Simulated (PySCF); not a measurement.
C3H8BNO, SMILES C1OCB1NC.

Geometry optimised at PBE0-D3(BJ)/def2-SVP. This is a generated structure with no PubChem entry under its InChIKey; it may be hypothetical. Other conformers were not sampled.

Level of theory: TDDFT-PBE/def2-SVPD run with PySCF 2.14.0.

Vertical excitations.  State labels are in the subgroup Cs.

```json
[
 {"state": "S1", "symmetry": "A\"", "energy (eV)": "4.89", "λ (nm)": "254", "f": "0.006", "main pairs": "HOMO→LUMO+1 100 %"},
 {"state": "S2", "symmetry": "A'", "energy (eV)": "5.04", "λ (nm)": "246", "f": "0.013", "main pairs": "HOMO→LUMO 99 %"},
 {"state": "S3", "symmetry": "A\"", "energy (eV)": "5.74", "λ (nm)": "216", "f": "0.000", "main pairs": "HOMO→LUMO+2 100 %"},
 {"state": "S4", "symmetry": "A\"", "energy (eV)": "5.84", "λ (nm)": "212", "f": "0.006", "main pairs": "HOMO→LUMO+3 99 %"},
 {"state": "S5", "symmetry": "A'", "energy (eV)": "6.25", "λ (nm)": "198", "f": "0.004", "main pairs": "HOMO−1→LUMO+1 74 %, HOMO−2→LUMO+1 26 %"},
 {"state": "S6", "symmetry": "A'", "energy (eV)": "6.29", "λ (nm)": "197", "f": "0.018", "main pairs": "HOMO−2→LUMO+1 74 %, HOMO−1→LUMO+1 25 %"},
 {"state": "S7", "symmetry": "A\"", "energy (eV)": "6.31", "λ (nm)": "197", "f": "0.000", "main pairs": "HOMO−3→LUMO+1 92 %"},
 {"state": "S8", "symmetry": "A\"", "energy (eV)": "6.40", "λ (nm)": "194", "f": "0.002", "main pairs": "HOMO−1→LUMO 76 %"},
 {"state": "S9", "symmetry": "A\"", "energy (eV)": "6.42", "λ (nm)": "193", "f": "0.000", "main pairs": "HOMO−2→LUMO 84 %, HOMO−1→LUMO 13 %"},
 {"state": "S10", "symmetry": "A\"", "energy (eV)": "6.49", "λ (nm)": "191", "f": "0.009", "main pairs": "HOMO→LUMO+4 86 %"},
 {"state": "T1", "symmetry": "A'", "energy (eV)": "4.76", "λ (nm)": "261", "f": "0", "main pairs": "HOMO→LUMO 100 %"},
 {"state": "T2", "symmetry": "A\"", "energy (eV)": "4.84", "λ (nm)": "256", "f": "0", "main pairs": "HOMO→LUMO+1 100 %"},
 {"state": "T3", "symmetry": "A'", "energy (eV)": "5.64", "λ (nm)": "220", "f": "0", "main pairs": "HOMO−3→LUMO 98 %"},
 {"state": "T4", "symmetry": "A\"", "energy (eV)": "5.68", "λ (nm)": "218", "f": "0", "main pairs": "HOMO→LUMO+2 96 %"}
]
```
Triplets are in the Tamm–Dancoff approximation, which puts them higher than full response would, so one can lie above its singlet here.
